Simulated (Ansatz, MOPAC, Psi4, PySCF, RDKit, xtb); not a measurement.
Complex: HF (SMILES F) (first 2 atoms) with SO2 (SMILES O=S=O); geometry from B3LYP-D3(BJ)/def2-TZVP, rigid monomers moved along the line of their centres of mass till H2···O3 is 3.31 Å.
(charge 0, multiplicity 1):
```csv
atom,x (Å),y (Å),z (Å)
F,0.3508,0.5070,-0.6568
H,0.0840,0.7241,0.2106
O,-0.5987,0.3498,3.4301
S,-0.4570,-0.8833,4.1725
O,-0.7978,-0.8679,5.5652
```

```
level                                          interaction energy (meV)
---------------------------------------------  ------------------------
UFF                                                                -7.0
GFN-FF                                                            -71.8
AM1                                                               -55.3
PM3                                                               -40.8
PM6                                                               -43.6
PM7                                                               -70.7
GFN2-xTB                                                          -93.6
HF/STO-3G (no counterpoise)                                       -31.0
HF/3-21G (no counterpoise)                                        -74.9
HF/6-31G* (no counterpoise)                                       -62.6
HF/aug-cc-pV(D+d)Z                                                -52.2
PBE-D3(BJ)/def2-TZVPPD                                            -51.1
PBE-D4/def2-TZVPPD                                                -50.9
BP86/6-31G* (no counterpoise)                                     -44.6
r2SCAN/def2-TZVPPD                                                -44.6
r2SCAN-D3(BJ)/def2-TZVPPD                                         -48.2
r2SCAN-D4/def2-TZVPPD                                             -47.8
B3LYP/6-31G*                                                      -44.1
B3LYP/6-31G* (no counterpoise)                                    -52.6
B3LYP/6-311+G** (no counterpoise)                                 -56.4
B3LYP-D3(BJ)/def2-TZVPPD                                          -50.7
B3LYP-D4/def2-TZVPPD                                              -50.3
PBE0/def2-TZVPPD                                                  -46.0
PBE0-D3(BJ)/def2-TZVPPD                                           -52.2
PBE0-D4/def2-TZVPPD                                               -51.8
M06-2X/6-31G* (no counterpoise)                                   -59.1
wB97X-V/def2-TZVPPD                                               -49.9
wB97M-V/def2-TZVPPD                                               -50.2
MP2/6-31G*                                                        -48.0
MP2/6-31G* (no counterpoise)                                      -57.1
MP2/aug-cc-pV(D+d)Z                                               -46.4
MP2/aug-cc-pV(T+d)Z                                               -47.0
MP2/CBS(aug-cc-pV(D+d)Z, aug-cc-pV(T+d)Z)                         -47.2
SCS-MP2/aug-cc-pV(D+d)Z                                           -45.8
CCSD/aug-cc-pV(D+d)Z                                              -49.2
CCSD/aug-cc-pV(T+d)Z                                              -49.8
CCSD(T)/aug-cc-pV(D+d)Z                                           -48.4
CCSD(T)/aug-cc-pV(T+d)Z                                           -49.0
CCSD(T)/CBS(aug-cc-pV(D+d)Z, aug-cc-pV(T+d)Z)                     -49.1
SAPT0/jun-cc-pV(D+d)Z                                             -62.1
```

The rows run from -93.6 (GFN2-xTB) to -7.0 meV (UFF). In aug-cc-pV(T+d)Z the value moves MP2 -47.0, CCSD -49.8, CCSD(T) -49.0, a shift of -2.0 from MP2 to CCSD(T). From aug-cc-pV(D+d)Z to aug-cc-pV(T+d)Z CCSD(T) changes by -0.6. The dispersion term adds -3.6 in r2SCAN-D3(BJ), -3.1 in r2SCAN-D4, -6.2 in PBE0-D3(BJ). The 4 functionals in def2-TZVPPD without D3 or D4 span 5.6, from wB97M-V to r2SCAN.

Monomers are frozen at their geometry in the pair; levels with a basis set take the counterpoise correction. Rows marked so take none. RDKit's UFF carries no charges.

Frozen-core correlation. CBS: X⁻³ extrapolation of the correlation energy, Hartree–Fock from the larger set. Rows in 3-21G, 6-311+G**, 6-31G*, STO-3G carry no dispersion term and start afresh at each structure (6-31G* with six Cartesian d functions). MP2/6-31G* freezes PySCF's default core. The state that AM1, PM3, PM6, PM7 reach isn't checked; PM7 holds dispersion and hydrogen-bond terms.

Codes used: Ansatz (Gaussian basis) for Hartree–Fock, density functionals and correlated methods; MOPAC for AM1, PM3, PM6, PM7 (differences of heats of formation); Psi4 for SAPT; PySCF for 3-21G rows, 6-311+G** rows, 6-31G* rows, STO-3G rows, the dispersion terms; RDKit for the force fields; xtb for the GFN methods. Values without a source in brackets are computed.

Ansatz is a first-principles code.
